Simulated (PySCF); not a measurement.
Numbering as in the mapped SMILES `[CH3:1][CH2:2][O:3][SiH2-:4]` (H(Xn): hydrogen on atom n).

Geometry: PBE0-D3(BJ)/def2-SVP; GIAO shifts from PySCF 2.14, gas phase, non-relativistic, averaged over equivalent atoms.

At PBE0/pcSseg-1 (110 basis functions, 6.6 s wall time on 1 thread of an Arm Neoverse V2, shared host):
```json
{"atoms": "C2", "δ (ppm)": "76.1"}
{"atoms": "C1", "δ (ppm)": "23.3"}
{"atoms": "O3", "δ (ppm)": "39.7"}
{"atoms": "Si4", "δ (ppm)": "4.1"}
{"atoms": "H(Si4)", "δ (ppm)": "5.32"}
{"atoms": "H(C2)", "δ (ppm)": "3.15"}
{"atoms": "H(C1)", "δ (ppm)": "0.75"}
```

Chemical shifts δ = σref − σ; TMS for 13C (σref 184.41) and 29Si (σref 351.99) and 1H (σref 31.27); 17O (σref 334.56) vs H2O, all at this level.

Question: Predict the values at B97-2/pcSseg-2 on the same geometry.

Answer: 
```tsv
atoms	δ at B97-2/pcSseg-2	change
C2	77.7	+1.6
C1	23.8	+0.5
O3	47.3	+7.6
Si4	-1.2	-5.3
H(Si4)	5.51	+0.19
H(C2)	3.21	+0.06
H(C1)	0.81	+0.06
```

Referencing at the same level of theory: TMS for 13C (σ = 183.46 ppm) and 29Si (σ = 347.59 ppm) and 1H (σ = 31.36 ppm); 17O (σ = 326.24 ppm) against H2O.

The largest change is at O3 (oxygen bonded to C, Si). Cost: 249 basis functions, 22 s wall time on 1 thread of an Arm Neoverse V2, shared host.

Experimental scales use liquid or dissolved standards, which lie at an offset from isolated H2O (liquid H2O: subtract about 36 ppm).
